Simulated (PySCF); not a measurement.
C4H7F3O2P (charge -1).
Numbering: `[CH3:1][P@:2](=[O:3])([O-:4])[CH2:5][CH2:6][C:7]([F:8])([F:9])[F:10]` (hydrogens: H11, H12, H13 on C1; H14, H15 on C5; H16, H17 on C6)

Torsions of this conformer, `[CH3:1][P@:2](=[O:3])([O-:4])[CH2:5][CH2:6][C:7]([F:8])([F:9])[F:10]`: C1–P2–C5–C6 -178°, P2–C5–C6–C7 -178°, C5–C6–C7–F8 -60°.

The closed-shell ground state was solved at several levels (PySCF, density fitting, gas phase, non-relativistic). Isolated species at its PBE0-D3(BJ)/def2-SVP geometry (one conformer only). No diffuse functions stand in pcSseg-1, which bears on an anion's orbital energies.

```json
{"level": "PBE0/def2-SVPD", "basis functions": "275", "total energy (Eh)": "-946.8453", "HOMO (eV)": "-2.58", "LUMO (eV)": "3.81", "gap (eV)": "6.39"}
{"level": "KT2/pcSseg-1", "basis functions": "212", "total energy (Eh)": "-959.5955", "HOMO (eV)": "-0.79", "LUMO (eV)": "4.36", "gap (eV)": "5.15"}
```

What might PBE0/pcSseg-1 (212 basis functions) give for the same quantities?

Total energy -947.2931 Eh, HOMO -2.24 eV, LUMO 5.26 eV, gap 7.50 eV.

Over all these levels, which gives the widest orbital gap and which the narrowest?

PBE0/pcSseg-1 (global hybrid, 25 % exact exchange) has the widest, 7.50 eV, and KT2/pcSseg-1 (GGA) the narrowest, 5.15 eV. The two share the basis. From the narrowest to the widest the HOMO moves by -1.45 eV and the LUMO by +0.90 eV.
